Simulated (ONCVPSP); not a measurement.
# PBE ONCV dataset for Os, non-relativistic all-electron reference.

ONCVPSP 4.0.1 input, shortened (lines: element, Z, core and valence counts, functional; n l f; lmax; l rc ep ncon nbas qcut; lloc lpopt rc5 dvloc0; l nproj debl; icmod fcfact rcfact), PBE, non-relativistic:

```
  Os 76.00   10    4        4      upf
    1    0    2.00
    2    0    2.00
    2    1    6.00
    3    0    2.00
    3    1    6.00
    3    2   10.00
    4    0    2.00
    4    1    6.00
    4    2   10.00
    4    3   14.00
    5    0    2.00
    5    1    6.00
    5    2    6.00
    6    0    2.00
    2
    0    1.90    0.00    4    7    7.70
    1    1.70    0.00    3    6    7.20
    2    1.70    0.00    4    9    7.60
    2    5    1.70    0.00
    0    2    3.40
    1    2    3.70
    2    0    1.90
    2    0.35    0.65
```

Poles of the logarithmic derivatives, all-electron (AE) and pseudo (PS). s: poles at -2.5, 4.6 (AE) and -2.5, 4.5 (PS) Ha. p: poles at -1.0 (AE) and -1.0 (PS) Ha. d: poles at 1.2 (AE) and 1.2 (PS) Ha. Test radii: s 1.92, p 1.73, d 1.73 bohr.

- Cutoffs needed: 18 Ha and 22 Ha (the cutoffs (Ha) at which the residual kinetic energy of the hardest occupied pseudo-wave falls to 1 and 0.1 mHa per electron)
- Ghost test: no bound ghost flagged; no localised positive-energy state flagged
- Largest excitation error: -201 meV (all-electron minus pseudo) for 5s1 5p6 5d6 6s2, out of 4 test configurations
- rms error of d²Exc/dni dnj: 4.21 mHa without and 0.92 mHa with the model core
